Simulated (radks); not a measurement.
Results of a calculation; reference values are marked as such.
Question: All-electron atom: Yb21+ in [Kr] 4d10 4f3. Code: a radial shooting solver on a logarithmic mesh with Libxc functionals. Model: Dirac Kohn-Sham, BLYP, spin-unpolarised, spherical densities, finite nucleus; open shells fill j = l - 1/2 first; Fermi nuclear charge, rms radius 5.3108 fm. Some entries of the table are withheld. Estimate them.

| orbital | occ. | eigenvalue (eV) | <1/r> (bohr^-1) | <r> (bohr) |
|---|---|---|---|---|
| 1s1/2 | 2 | -61753.83 | 80.62 | 0.01966 |
| 2s1/2 | 2 | -10955.74 | 19.46 | 0.08277 |
| 2p1/2 | 2 | -10478.31 | 19.44 | 0.06873 |
| 2p3/2 | 4 | -9431.482 | 16.69 | 0.07624 |
| 3s1/2 | 2 | -2939.392 | 7.142 | 0.2160 |
| 3p1/2 | 2 | (1) | 7.058 | 0.2058 |
| 3p3/2 | 4 | (2) | 6.355 | 0.2197 |
| 3d3/2 | 4 | -2147.106 | 6.238 | 0.1932 |
| 3d5/2 | 6 | -2098.530 | 6.068 | 0.1975 |
| 4s1/2 | 2 | -1027.589 | 3.117 | (3) |
| 4p1/2 | 2 | -940.8264 | 3.025 | 0.4734 |
| 4p3/2 | 4 | -884.2745 | 2.793 | 0.4996 |
| 4d3/2 | 4 | -740.3080 | 2.629 | 0.5048 |
| 4d5/2 | 6 | -729.0987 | 2.575 | 0.5127 |
| 4f5/2 | 3 | -551.0499 | (4) | 0.5098 |
| 4f7/2 | 0 | -548.5515 | (5) | 0.5131 |

Answer: 
(1) 3p1/2 eigenvalue (eV): -2728.812
(2) 3p3/2 eigenvalue (eV): -2506.048
(3) 4s1/2 <r> (bohr): 0.4702
(4) 4f5/2 <1/r> (bohr^-1): 2.315
(5) 4f7/2 <1/r> (bohr^-1): 2.297
